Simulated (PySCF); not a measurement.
Complete the spectrum of C3H8BFO

Species: C3H8BFO.
SMILES: `CCB(F)OC`

The calculation used PySCF, TDDFT CAM-B3LYP/def2-SVPD, vertical, gas phase, core orbitals frozen in the response. The structure is a single PBE0-D3(BJ)/def2-SVP conformer in the gas phase; no vibrational or solvent corrections. Torsions of this conformer, `[CH3:1][CH2:2][B:3]([F:4])[O:5][CH3:6]`: C1–C2–B3–F4 -179°, C2–B3–O5–C6 180°.

Orbital energies (eV): HOMO-3 -11.05, HOMO-2 -11.01, HOMO-1 -10.55, HOMO -10.40, LUMO 0.94, LUMO+1 1.70, LUMO+2 2.02.

Lowest singlets, with some entries withheld (?).

```
state  E (eV)  f   main configurations (H = HOMO, L = LUMO)
   S1    8.39  ?                     H-1→L (53%), H→L (31%)
   S2    8.42  ?                     H→L (52%), H-1→L (33%)
   S3    8.58  ?                                H→L+2 (79%)
   S4    8.86  ?                                H-2→L (81%)
   S5    8.98  ?                              H-2→L+2 (78%)
   S6    9.05  ?  H-3→L (66%), H-3→L+1 (12%), H-1→L+1 (10%)
```

**Question.** What stands in place of each question mark?

**Answer.** 
- S1: f = 0.012
- S2: f = 0.0046
- S3: f = 0.0053
- S4: f = 0.0015
- S5: f = 0.0011
- S6: f = 0.0013

**Question.** How far apart are S4 and S5, in eV and cm⁻¹?

**Answer.** 8.977 − 8.857 = 0.120 eV, or about 970 cm⁻¹.

**Question.** What is the mean static polarisability from the same response equations?

**Answer.** 55.5 au (8.23 Å³), with principal values 47.2, 55.0 and 64.4 au.

**Question.** Which level carries the most intensity, and what share of the listed sum of f?

**Answer.** S1, with f = 0.012 of 0.026, 47%.

The run took about 70 s of CPU time (one thread, shared machine).
